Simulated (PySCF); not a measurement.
A structure optimised at PBE-D3(BJ)/def2-TZVP, used in a PySCF frequency run:

```
C
H 1 1.1028
H 1 1.1028 2 109.90
O 1 1.4139 2 112.15 3 -116.13
H 4 0.9743 1 107.18 2 -56.56
O 1 1.4139 2 104.78 3 120.68
H 6 0.9743 1 107.18 2 -175.74
```
Charge 0, spin multiplicity 1.

Write its SMILES, formula and point group.

OCO, CH4O2, C2

What are its rotational constants (standard atomic weights)?

41.482, 10.030, 8.9063 GHz
